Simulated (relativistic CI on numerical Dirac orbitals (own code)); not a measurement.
**Sn XXXIV: q coefficients and field-shift factors**

Calculated at this level of theory: Dirac-Coulomb-Breit CI, separate exchange-only KLI orbitals for each configuration, derivatives by finite differences, unscaled Slater integrals, QED left out (own radial code, finite nucleus).

CI space (outside the closed core [Ne]): 3s2 3p5, 3s 3p6, 3s2 3p4 3d, 3s 3p5 3d, 3p6 3d, 3s 3p4 3d2, 3p5 3d2, 3p4 3d3. Double excitations out of closed p, d and f shells are left out; levels of such configurations are missing from the list, as are those of other unlisted configurations, and high levels can miss mixing partners.

With x = (α/α₀)² − 1 an excitation energy changes as ω = ω₀ + qx; K = 2q/ω₀ is the relative enhancement. Terms are leading LS components, so labels can repeat. The field-shift factor is F = δν/δ⟨r²⟩ for the transition from the lowest level.

Lowest level 3s2 3p5 2P°_3/2.

| Level | ω₀ (cm⁻¹) | q (cm⁻¹) | F (GHz/fm²) |
| --- | --- | --- | --- |
| 3s2 3p5 2P°_1/2 | 433649 | 471100 | -13 |
| 3s2 3p4 3d 4D_3/2 | 1105867 | 37280 | 0.644 |
| 3s2 3p4 3d 4P_1/2 | 1105871 | 179500 | -146 |
| 3s2 3p4 3d 4D_5/2 | 1118531 | 52810 | 0.838 |
| 3s2 3p4 3d 4F_7/2 | 1155173 | 53590 | 1.32 |
| 3s2 3p4 3d 2P_1/2 | 1166089 | 220300 | -126 |
| 3s2 3p4 3d 2F_7/2 | 1216391 | 114900 | 1.65 |
| 3s2 3p4 3d 4F_9/2 | 1232591 | 123700 | 2.57 |
| 3s2 3p4 3d 2D_3/2 | 1242904 | 60050 | -0.448 |
| 3s2 3p4 3d 4P_1/2 | 1363727 | 335000 | -167 |
| 3s2 3p4 3d 2D_5/2 | 1364295 | 146000 | -0.0757 |
| 3s2 3p4 3d 2D_3/2 | 1383815 | 179800 | -0.518 |
| 3s2 3p4 3d 4F_5/2 | 1397185 | 200800 | -1.67 |

At this charge energies of transitions that change n are usually good to better than 1 %, and those within a shell (Δn = 0) to a few per cent.

(1) Which transition from the lowest level has the largest |K|?

Results:

(1) 3s2 3p5 2P°_1/2 at 433649 cm⁻¹, K = 2.17.
